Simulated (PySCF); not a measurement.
C₂H₃ (SMILES [CH]=C), doublet (typed; the unrestricted solution is spin-contaminated), at a GFN2-xTB geometry; MP2/6-311+G(2d,p) (PySCF).

The PySCF input:
```python
from pyscf import gto, scf, mp

mol = gto.M(
    atom='''
C     0.66801280   -0.25106413    0.02041584
C    -0.56330933    0.12414455   -0.01579794
H     1.64284906    0.17713737    0.03734254
H    -0.88995141    1.16819846   -0.04069879
H    -1.38111845   -0.58381835   -0.02435116
''',
    basis='6-311+g(2d,p)',
    spin=1,
    verbose=4,
)

mf = scf.UHF(mol)
mf.kernel()

pt = mp.MP2(mf, frozen=2)
pt.kernel()
print('E(MP2) = %.10f' % pt.e_tot)
```

Problem. What does PySCF print? Leave out banner, timings and long lists.

Solution. 
```
PySCF version 2.14.0

[INPUT] verbose = 4
[INPUT] num. atoms = 5
[INPUT] num. electrons = 15
[INPUT] charge = 0
[INPUT] spin (= nelec alpha-beta = 2S) = 1
[INPUT] symmetry False subgroup None
[INPUT] Mole.unit = angstrom
[INPUT] Symbol           X                Y                Z      unit          X                Y                Z       unit  Magmom
[INPUT]  1 C      0.668012800000  -0.251064130000   0.020415840000 AA    1.262361239704  -0.474442445402   0.038580346203 Bohr   0.0
[INPUT]  2 C     -0.563309330000   0.124144550000  -0.015797940000 AA   -1.064500357112   0.234599199357  -0.029853779932 Bohr   0.0
[INPUT]  3 H      1.642849060000   0.177137370000   0.037342540000 AA    3.104534787399   0.334741115726   0.070567173396 Bohr   0.0
[INPUT]  4 H     -0.889951410000   1.168198460000  -0.040698790000 AA   -1.681764429071   2.207575148539  -0.076909566701 Bohr   0.0
[INPUT]  5 H     -1.381118450000  -0.583818350000  -0.024351160000 AA   -2.609935616084  -1.103256787995  -0.046017023215 Bohr   0.0

nuclear repulsion = 28.7405755695246
number of shells = 34
number of NR pGTOs = 104
number of NR cGTOs = 72
basis = 6-311+g(2d,p)
ecp = {}

******** <class 'pyscf.scf.uhf.UHF'> ********
method = UHF
initial guess = minao
damping factor = 0
level_shift factor = 0
DIIS = <class 'pyscf.scf.diis.CDIIS'>
diis_start_cycle = 1
diis_space = 8
diis_damp = 0
SCF conv_tol = 1e-09
SCF conv_tol_grad = None
SCF max_cycles = 50
direct_scf = True
direct_scf_tol = 1e-13
number electrons alpha = 8  beta = 7
Set gradient conv threshold to 3.16228e-05
init E= -77.5323542111016

cycle= 1 E= -77.3689957349632  delta_E= 0.163  |g|= 0.192  |ddm|= 1.16
cycle= 2 E= -77.4031593615566  delta_E= -0.0342  |g|= 0.0673  |ddm|= 0.255
cycle= 3 E= -77.4092696819752  delta_E= -0.00611  |g|= 0.0268  |ddm|= 0.103
cycle= 4 E= -77.410547568107  delta_E= -0.00128  |g|= 0.0157  |ddm|= 0.0424
cycle= 5 E= -77.4112621609562  delta_E= -0.000715  |g|= 0.0119  |ddm|= 0.0285
cycle= 6 E= -77.4119012134498  delta_E= -0.000639  |g|= 0.0104  |ddm|= 0.0267
cycle= 7 E= -77.4126204086527  delta_E= -0.000719  |g|= 0.00888  |ddm|= 0.0323
cycle= 8 E= -77.4136882482193  delta_E= -0.00107  |g|= 0.00463  |ddm|= 0.0704
cycle= 9 E= -77.4138844439838  delta_E= -0.000196  |g|= 0.0014  |ddm|= 0.0379
cycle= 10 E= -77.4138854616586  delta_E= -1.02e-06  |g|= 0.000766  |ddm|= 0.00325
cycle= 11 E= -77.4138876554665  delta_E= -2.19e-06  |g|= 0.000494  |ddm|= 0.00912
cycle= 12 E= -77.4138894208938  delta_E= -1.77e-06  |g|= 0.000107  |ddm|= 0.00413
cycle= 13 E= -77.4138894620084  delta_E= -4.11e-08  |g|= 2.41e-05  |ddm|= 0.000461
cycle= 14 E= -77.4138894631163  delta_E= -1.11e-09  |g|= 1.32e-05  |ddm|= 0.00019
cycle= 15 E= -77.413889464043  delta_E= -9.27e-10  |g|= 3.81e-06  |ddm|= 0.0001
Extra cycle  E= -77.4138894640635  delta_E= -2.06e-11  |g|= 2.54e-06  |ddm|= 5.54e-06
converged SCF energy = -77.4138894640635  <S^2> = 0.91409354  2S+1 = 2.1578633

******** <class 'pyscf.mp.ump2.UMP2'> ********
nocc = (np.int64(6), np.int64(5)), nmo = (70, 70)
frozen orbitals 2
E(UMP2) = -77.6718379513934  E_corr = -0.257948487329873
E(SCS-UMP2) = -77.6705443730156  E_corr = -0.256654908952063
E_corr(same-spin) = -0.0610191644351361
E_corr(oppo-spin) = -0.196929322894737
E(MP2) = -77.6718379514
```
